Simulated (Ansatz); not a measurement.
Reactions of C$_{2}$H$_{3}$ClOSe (`OC=C(Cl)[SeH]`).

Calculated with Ansatz (gas phase, PBE0-D4/def2-TZVP geometries, no zero-point term in ΔE). CBS: MP2 limit from def2 TZ/QZ plus the TZ coupled-cluster correction, frozen cores. This one scheme is used for every species. Double bonds are as drawn, so ΔE can hold a change between cis and trans. Elements past krypton have def2 core potentials. For Se, Sn outer-core shells are correlated without core-valence functions, which leaves a few kJ/mol of doubt a bond. Scalar relativity is left out up to krypton. One conformer a species, not always the lowest.

Question: Order these by ΔE at CCSD(T)/CBS, lowest first. (Estimate.)
A. `O/C=C(/Cl)[SeH]` + H₂ → `O/C=C\Cl` + H₂Se
B. `O/C=C(/Cl)[SeH]` + `CC[SiH3]` → `[SiH3]CC[SeH]` + `O/C=C\Cl`
C. `O/C=C(/Cl)[SeH]` + `[BH2][AlH][OH]` → `[OH][AlH][BH][SeH]` + `O/C=C\Cl`
D. `O/C=C(/Cl)[SeH]` + `C[O][SnH3]` → `C[O][SnH2][SeH]` + `O/C=C\Cl`
E. `O/C=C(/Cl)[SeH]` + `FCS` → `FC(S)[SeH]` + `O/C=C\Cl`

Answer: C (-43.3 kcal/mol), D (-38.0 kcal/mol), A (-20.1 kcal/mol), B (-5.7 kcal/mol), E (-3.2 kcal/mol).

Largest T1 diagnostic: 0.014, for `[OH][AlH][BH][SeH]`.
